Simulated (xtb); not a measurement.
Harmonic IR lines of one isomer of C₅H₈, unscaled. Calculation: GFN2-xTB run with xtb.

```tsv
wavenumber (cm⁻¹)	relative intensity
880	11
924	5.0
982	9.9
1025	14
1040	8.3
1122	6.7
1241	4.9
1476	3.2
1484	7.6
1691	21
2989	21
3006	23
3046	4.9
3061	100
3098	17
3127	40
```

### Question
Say which structure gives these lines.
A. `CC1=CCC1`
B. `C#CC(C)C`
C. `C=C/C=C/C`
D. `C=C1C[C@@H]1C`

### Answer
C, `C=C/C=C/C`
